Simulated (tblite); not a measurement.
Isomers of C5H2F5O (doublet state). Level: GFN2-xTB in tblite, geometry and Hessian alike; calculated harmonic values, unscaled, isolated species. This tight-binding method is rough: wavenumbers can miss measured ones by several per cent, in bad cases by 10 to 20. One conformer each. Open shells enter through the occupations alone, without spin polarisation, and single modes of such species can be off by tens of per cent.

Electronic energies: GFN2-xTB at the same geometries; isomer energies are rough at this level and their order can be wrong.

| SMILES | electronic energy, lowest = 0 (kcal/mol) |
| --- | --- |
| O=C[C@@H]([C](F)F)C(F)=C(F)F | 22.1 |
| O=C[C](C(F)=C(F)F)C(F)F | 0.0 |
| O=[C][C@@H](C(F)=C(F)F)C(F)F | 16.6 |

**Question.** How do GFN2-xTB zero-point energies change the relative energies?

**Answer.** 
| SMILES | ZPE (kcal/mol) | of it from modes above 1550 cm⁻¹ | electronic (kcal/mol) | with ZPE, lowest = 0 (kcal/mol) | lowest mode (cm⁻¹) | rings |
| --- | --- | --- | --- | --- | --- | --- |
| O=C[C](C(F)=C(F)F)C(F)F | 39.9 | 10.6 | 0.0 | 0.0 | 51 | 0 |
| O=[C][C@@H](C(F)=C(F)F)C(F)F | 39.7 | 13.6 | 16.6 | 16.4 | 34 | 0 |
| O=C[C@@H]([C](F)F)C(F)=C(F)F | 39.4 | 13.4 | 22.1 | 21.6 | 30 | 0 |

The zero-point energies span 0.5 kcal/mol, from `O=C[C@@H]([C](F)F)C(F)=C(F)F` to `O=C[C](C(F)=C(F)F)C(F)F`. The order is unchanged.

**Question.** What do entropy and thermal enthalpy add at 298.15 K and 1 bar (rigid rotor, harmonic oscillator, one conformer each)?

**Answer.** 
```tsv
SMILES	point group	symmetry number	S (cal/(mol K))	H − H(0) (kcal/mol)	ZPE + H − H(0) − TS (kcal/mol)
O=C[C](C(F)=C(F)F)C(F)F	Cs	1	105.6	7.43	15.9
O=[C][C@@H](C(F)=C(F)F)C(F)F	C1	1	109.0	7.63	14.8
O=C[C@@H]([C](F)F)C(F)=C(F)F	C1	1	109.3	7.69	14.5
```

S holds R ln(2S + 1) for the spin.
